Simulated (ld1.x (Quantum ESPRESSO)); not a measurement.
Results of a calculation; reference values are marked as such.
Pseudopotentials across the periodic table

Generated with ld1.x 7.5 (TM, RRKJ, ultrasoft, PAW), atompaw 4.2 or ONCVPSP 4.0.1. The cutoff is in Ry: for ld1.x and atompaw files where the sum of valence levels is converged to 10 mRy in a Bessel basis, for ONCV files where the hardest occupied wave has 1 mHa per electron of residual kinetic energy. The error is the largest all-electron minus pseudo excitation energy over each file’s own four to seven test configurations (ionisations up to +4, promotions, holes and added fractions of an electron), all of which were solved. The labels leave out finer settings (local radius, basis sizes, second energies), which also bear on the numbers. Spin-polarised tests are not counted. The rows are a selection from randomly drawn settings: files with unsolved tests, undetermined cutoffs or missed reference levels are left out.

```csv
element,potential,cutoff (Ry),largest error (meV),bound ghosts
Li,"TM, PBE, scalar-relativistic, rc 2.75/4.20 (sp), local smoothed, core correction yes, reference 2s0 2p1",6,-6.5,none
Li,"TM, PBE, scalar-relativistic, rc 3.50/4.20/3.35 (spd), local s, core correction yes, reference 2s0.75 2p0.25",6,-6.2,none
Al,"ultrasoft, Wu–Cohen, non-relativistic, rc 2.30/2.55/2.35 (spd), local smoothed, core correction yes, reference 3s2 3p0.5",6,-26,none
Ni,"RRKJ, PBEsol, scalar-relativistic, rc 1.60/3.10/0.85 (spd), local s, core correction yes, reference 3d8.5 4s1.5 4p0",230,-96,none
As,"ultrasoft, PBE, fully relativistic, rc 1.55/2.10 (sp), local smoothed, core correction no, reference 4s2 4p3",15,-56,none
In,"RRKJ, PBEsol, fully relativistic, rc 1.60/2.20/1.75 (spd), local s, core correction yes, reference 4d10 5s1 5p2",55,-32,none
W,"TM, PBE, scalar-relativistic, rc 2.00/2.88/2.30 (spd), local p, core correction yes, reference 5d4 6s1.5 6p0.5",30,-970,none
```

Problem. Fill in the row for Tl: TM, LDA (PZ), fully relativistic, rc 1.75/3.15 (sp), local s, core correction yes, reference 6s1.75 6p1.25.

Solution. cutoff 25 Ry, largest error -339 meV, bound ghosts: none.
